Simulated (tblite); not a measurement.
**Question.** What does the GFN2-xTB structure of `CC[SiH2]CC[SiH2]O` look like in three dimensions?

**Answer.** 
Z-matrix in Å and degrees, rows numbered from 1:
```
C 
C   1  1.5246
Si  2  1.9037  1  112.78
C   3  1.9032  2  111.06  1  -178.41
C   4  1.5326  3  116.20  2   -41.59
Si  5  1.9045  4  115.75  3   -66.22
O   6  1.6260  5  112.94  4    74.85
H   1  1.0875  2  110.59  3    60.08
H   1  1.0891  2  111.06  3  -179.71
H   1  1.0878  2  110.75  3   -59.47
H   2  1.0918  1  108.76  3   122.80
H   2  1.0920  1  108.74  3  -121.92
H   3  1.4708  2  109.68  1   -58.25
H   3  1.4776  2  108.86  1    59.43
H   4  1.0940  3  108.07  2    80.64
H   4  1.0915  3  108.76  2  -164.94
H   5  1.0928  4  108.24  3   172.28
H   5  1.0923  4  108.95  3    57.70
H   6  1.4575  5  110.87  4  -172.95
H   6  1.4669  5  108.67  4   -48.22
H   7  0.9540  6  121.76  5   -57.21
```

Of the pairs four or more bonds apart, Si3···H21 is among the closest relative to their van der Waals radii: 3.02 Å, 91 % of the sum of Bondi's values. Si3 (SiH2 silicon) is tetrahedral (angles from 107.8° to 111.1°). O7 (silanol oxygen) is bent (angle 121.8°). All 3 C–Si bonds measure 1.903 to 1.905 Å.

The geometry is computed with GFN2-xTB (gas phase).

Point group: C1 (no symmetry element, even within 0.4 Å). Its GFN2-xTB frequencies are all real (lowest 35 cm⁻¹). The numbers are those of one conformer (C1–C2–Si3–C4 -178°, C2–Si3–C4–C5 -42°, Si3–C4–C5–Si6 -66°, C4–C5–Si6–O7 75°, C5–Si6–O7–H -57°).
